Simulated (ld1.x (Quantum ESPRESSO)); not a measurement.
Which change was made? (Ru, TM)

ld1.x (Quantum ESPRESSO) 7.5 input, shortened:

```
&input
   title='Ru', zed=44., rel=2, dft='PBE', iswitch=3,
   config='[Kr] 4d7 4f-2 5s0.5 5p0', rel_dist='average'
 /
 &inputp
   pseudotype=2, tm=.true., lloc=2,
   nlcc=.false.
 /
4
5S  1  0   0.50   0.00  2.25  2.25  0.0
4P  2  1   6.00   0.00  1.05  1.05  0.0
4F  4  3  -2.00   0.05  2.25  2.25  0.0
4D  3  2   7.00   0.00  2.00  2.00  0.0
 &test
   configts(1)='4p6 4d7 5s0.5 5p0'
 /
```

Open shells are filled in proportion to 2j + 1 (rel_dist='average').

Cutoffs, loose and tight: the cutoffs (Ry, on a coarse ladder) from which the occupation-weighted sum of valence levels, in a spherical-Bessel basis at the reference potential, stays within 10 and 1 mRy of its value at 400 Ry. They do not see the model core or the augmentation charge, which bear on the density cutoff. Test errors are all-electron minus pseudo excitation energies from the reference, over the configurations 4p6 4d7 5s1 5p0; 4p6 4d7 5s0 5p0; 4p6 4d6 5s0 5p0; 4p6 4d6 5s1 5p1; 4p6 4d4 5s0 5p0; 4p6 4d6 5s1 5p0; 4p6 4d7.5 5s0.5 5p0; variants that change the core or the reference have their own tests.

The base gives: outcome: generated, misses its reference levels by 0.20 eV; cutoff, loose: 120 Ry; cutoff, tight: 160 Ry; bound ghosts: s; largest test error (meV): -35.

(1) After one change the result is: outcome: generated, misses its reference levels by 0.20 eV; cutoff, loose: 140 Ry; cutoff, tight: 230 Ry; bound ghosts: s; largest test error (meV): -34. Which change was it?
A. wave 4p (bound): rc 1.05 bohr becomes 4p (bound): rc 1.30 bohr
B. wave 4p (bound): rc 1.05 bohr becomes 4p (bound): rc 0.80 bohr
C. wave 4p (bound): rc 1.05 bohr becomes 4p (bound): rc 0.96 bohr

Results:

(1) C. The others give: wave 4p (bound): rc 1.05 bohr becomes 4p (bound): rc 0.80 bohr → outcome: generated, misses its reference levels by 0.20 eV; cutoff, loose: 230 Ry; cutoff, tight: over 300 Ry; bound ghosts: s; largest test error (meV): +33 | wave 4p (bound): rc 1.05 bohr becomes 4p (bound): rc 1.30 bohr → outcome: generated, misses its reference levels by 0.20 eV; cutoff, loose: 70 Ry; cutoff, tight: 140 Ry; bound ghosts: s; largest test error (meV): +31.
